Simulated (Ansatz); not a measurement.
`[CH3][SnH]([SiH3])[Cl]` + `[OH][Cd][Cl]` → `[SiH3][O][Cd][Cl]` + `[CH3][SnH2][Cl]` at 500 K and 1 bar (cleavage of the Si–Sn bond).

Calculated with Ansatz (gas phase, PBE0-D4/def2-TZVP geometries, no zero-point term in ΔE). CCSD(T)/CBS is the MP2 limit (def2-TZVPP, def2-QZVPP) plus CCSD(T) − MP2 in def2-TZVPP, frozen cores. def2 core potentials past Kr. For Cd, Sn outer-core shells are correlated without core-valence functions, which leaves a few kJ/mol of doubt a bond. One conformer a species, not always the lowest.

| species | CCSD(T)/CBS energy (Eh) | H − E (kJ/mol) | S (J/(mol·K)) |
| --- | --- | --- | --- |
| `[CH3][SnH]([SiH3])[Cl]` | -1005.19396 | 235.2 | 473.0 |
| `[OH][Cd][Cl]` | -703.31715 | 63.9 | 333.1 |
| `[SiH3][O][Cd][Cl]` | -993.63708 | 119.7 | 419.4 |
| `[CH3][SnH2][Cl]` | -714.90153 | 171.8 | 382.2 |

H − E and S are ideal-gas, rigid-rotor, harmonic terms from PBE0-D4/def2-TZVP, for one conformer and one mirror image of each species. 1 Eh = 2625.50 kJ/mol, R = 8.31446 J/(mol·K).

Question: By hand: ΔE, ΔH, ΔS and ΔG.

Answer: ΔE = (-993.63708) + (-714.90153) − (-1005.19396) − (-703.31715) = -0.02750 Eh = -72.2 kJ/mol. Δ(H − E) = 119.7 + 171.8 − 235.2 − 63.9 = -7.6, so ΔH = -79.8 kJ/mol. ΔS = 419.4 + 382.2 − 473.0 − 333.1 = -4.5 J/(mol·K). ΔG = -79.8 − 500 × (-4.5)/1000 = -77.5 kJ/mol.

Question: By hand: the equilibrium constant, and the temperature at which ΔG would vanish if ΔH and ΔS stayed fixed.

Answer: log₁₀ K = −ΔG/(RT ln 10) = 8.1. ΔG = 0 at ΔH/ΔS = 17733 K, far beyond where these terms or the molecules hold.

The number of gas molecules stays the same, so ΔS is small and ΔH decides. A doubt of 5 kJ/mol in ΔE shifts log₁₀ K by 0.5 here. Other conformers and mirror images would add mixing entropy, several J/(mol·K) or more a flexible species. Modes under 60 cm⁻¹, often nearly free rotors, make the harmonic entropy too high. These are equilibria of isolated gas molecules and say nothing of rates. Largest T1 diagnostic: 0.015 (customary marks: 0.02 for closed shells, 0.045 for open ones).
